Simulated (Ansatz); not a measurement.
Reaction (redistribution): `CNBOCF` + `CB[SiH2]S` → `FCOB[SiH2]S` + `CBNC`

Calculated with Ansatz (gas phase, PBE0-D4/def2-TZVP geometries, no zero-point term in ΔE). CCSD(T)/CBS is the MP2 limit (def2-TZVPP, def2-QZVPP) plus CCSD(T) − MP2 in def2-TZVPP, frozen cores. Functionals use def2-TZVPP. B3LYP here is the variant with VWN-RPA as its local correlation; programs differ in this. Each species was taken in one conformer, which may not be the lowest.

| level | ΔE (kJ/mol) | difference from CCSD(T)/CBS |
| --- | --- | --- |
| r2SCAN-D4 | -15.9 | 3.6 |
| PBE0-D4 | -18.4 | 1.1 |
| ωB97X-V | -16.8 | 2.7 |
| PBE | -24.1 | -4.6 |
| r2SCAN | -16.4 | 3.1 |
| PBE0 | -20.5 | -1.0 |
| B3LYP | -23.1 | -3.6 |
| MP2/def2-TZVPP | -20.7 | -1.2 |
| SCS-MP2/def2-TZVPP | -21.7 | -2.2 |
| CCSD/def2-TZVPP | -19.8 | -0.3 |
| CCSD(T)/def2-TZVPP | -21.1 | -1.6 |
| HF/def2-QZVPP | -16.1 | 3.4 |
| MP2/def2-QZVPP | -19.9 | -0.4 |
| HF/CBS(def2) | -16.2 | 3.3 |
| MP2/CBS(def2) | -19.0 | 0.5 |
| CCSD/CBS(def2) | -18.2 | 1.3 |
| CCSD(T)/CBS | -19.5 | 0 |

Largest T1 diagnostic among the species: 0.013.

The D4 term adds +4.1 kJ/mol with B3LYP and +2.1 kJ/mol with PBE0; it sums over pairs of atoms, weighted by their polarisabilities, and B3LYP, whose exchange is more repulsive, gets the larger term. In def2-TZVPP, CCSD(T) changes the Hartree–Fock value by −5.4 kJ/mol (the triples alone add −1.3 kJ/mol) and MP2 by −5.0 kJ/mol. From PBE to PBE0 (25 % exact exchange), in def2-TZVPP and without D4, ΔE moves by +3.5 kJ/mol.
